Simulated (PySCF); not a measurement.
Input file for PySCF: R-B3LYP/6-31G* on CH7FSi (a complex), monomers drawn apart or pushed together.

```python
from pyscf import gto, scf, dft, mp
from pyscf.data.elements import chemcore

mol = gto.M(
    atom='''
    F     0.46224565    0.63421046   -0.36073181
    H     0.76977426    0.16002728    0.38073523
    C    -1.25049446    0.45972457    2.89547553
    Si    0.24726093   -0.59814636    3.25881604
    H    -0.95390249    1.46891216    2.60617389
    H    -1.89087330    0.53030908    3.77651158
    H    -1.83741920    0.03685661    2.07886647
    H     1.12112033   -0.69114807    2.04863644
    H    -0.12732349   -1.98581742    3.61306337
    H     1.08324650   -0.02325631    4.33679451
    ''',
    basis='6-31g*',
    cart=True,
    charge=0, spin=0, verbose=3, max_memory=1800)
mf = dft.RKS(mol, xc='b3lyp')
mf.conv_tol = 1e-8
mf.max_cycle = 100
mf.kernel()
if not mf.converged:
    mf = mf.newton().run(mf.mo_coeff, mf.mo_occ)
```

It printed:

```
converged SCF energy = -431.634909028728
```

Self-consistency was reached.

Cost: about 7 core-seconds (a rough figure).
